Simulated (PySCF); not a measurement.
Si(F)(OH)2(SMe) (CH₅FO₂SSi), SMILES CS[Si](O)(O)F. Atoms are numbered in the order given.

```xyz
11

C     -2.3498    -0.2873    -0.1576
S     -1.0182     0.7913    -0.8389
Si     0.6340    -0.0830     0.1500
O      0.9685    -1.5659    -0.4723
O      1.9716     0.8698     0.0358
F      0.2500    -0.2699     1.7223
H     -2.3525    -0.2526     0.9395
H     -2.2208    -1.3217    -0.5029
H     -3.2990     0.1087    -0.5412
H      1.6891    -2.0625    -0.0646
H      1.9261     1.7500     0.4279
```

Geometry: B3LYP-D3(BJ)/def2-SVP. One conformer was computed; it need not be the lowest.

Level of theory: PBE/pcSseg-1 (PySCF).

GIAO shieldings, no solvent; atoms listed in one row are averaged. δ = σ(ref) − σ: ¹³C against TMS (σ = 182.0 ppm); ³³S against H2S (σ = 706.5 ppm); ²⁹Si against TMS (σ = 335.4 ppm); ¹⁷O against H2O (σ = 334.3 ppm); ¹⁹F against CFCl3 (σ = 133.6 ppm); ¹H against TMS (σ = 31.49 ppm), references at their B3LYP-D3(BJ)/def2-TZVP geometries, non-relativistic.

| nucleus | atoms | count | δ (ppm) |
|---|---|---|---|
| ¹³C | C1 | 1 | 17.1 |
| ³³S | S2 | 1 | 61.5 |
| ²⁹Si | Si3 | 1 | -32.6 |
| ¹⁷O | O5 | 1 | 77.7 |
| ¹⁷O | O4 | 1 | 63.9 |
| ¹⁹F | F6 | 1 | -148.7 |
| ¹H | H10 | 1 | 2.52 |
| ¹H | H11 | 1 | 2.41 |
| ¹H | H7, H8, H9 | 3 | 2.35 |
